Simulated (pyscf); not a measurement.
## Se=GeH–SeH (SMILES [Se]=[GeH][SeH]), singlet

Gas-phase minimum from PySCF at ωB97X-D3(BJ)/def2-SVP, one conformer. 

```xyz
5

Se     1.9253    -1.7019    -0.3216
Ge     0.1751    -0.6098    -0.8765
Se    -0.5277     1.3687     0.0578
H     -0.8604    -0.9605    -1.9546
H      0.6137     1.3966     0.9778
```
Charge 0, spin multiplicity 1.

Bonds (Å): Se1–Ge2 2.136, Ge2–Se3 2.298, Ge2–H4 1.535, Se3–H5 1.466. Bond angles (°): Se1–Ge2–Se3 125.8, Se1–Ge2–H4 128.2, Se3–Ge2–H4 106.0, Ge2–Se3–H5 91.9.

Properties at ωB97X-D3(BJ)/def2-SVP:

Harmonic wavenumbers, unscaled: 101, 271, 300, 437, 470, 628, 793, 2177, 2507 cm⁻¹
Zero-point energy: 11.0 kcal/mol
Rotational symmetry number: 1
Entropy of this conformer at 298 K and 1 atm, rigid rotor and harmonic oscillator, modes under 100 cm⁻¹ raised to 100: 332.0 J/(mol K)
Dipole moment: 2.32 D

Single-point totals, which compare only within one level (frozen core for MP2 and CC):

```
level                   total energy (hartree)
----------------------  ----------------------
ωB97X-D3(BJ)/def2-TZVP             -6881.17251
PBE/def2-TZVP                      -6880.32729
r²SCAN/def2-TZVP                   -6881.33182
B3LYP-D3(BJ)/def2-TZVP             -6881.48883
PBE0-D3(BJ)/def2-TZVP              -6880.53699
M06-2X/def2-TZVP                   -6881.40944
ωB97M-D3(BJ)/def2-TZVP             -6881.39679
HF/def2-TZVPP                      -6876.26783
MP2/def2-TZVPP                     -6877.04955
CCSD/def2-TZVPP                    -6877.05820
CCSD(T)/def2-TZVPP                 -6877.09207
```

Soft torsions are taken as harmonic, which can shift the entropy by several J/(mol K). The CCSD(T) − MP2 part came from Ansatz, without density fitting, on the same reference. The frozen core leaves the outer d or s,p core shells of the metals and heavy elements correlated in the MP2 and CC values, and def2-TZVPP describes them poorly, so these totals are far from the basis limit. Elements up to Kr have no core potential and no relativistic terms here.
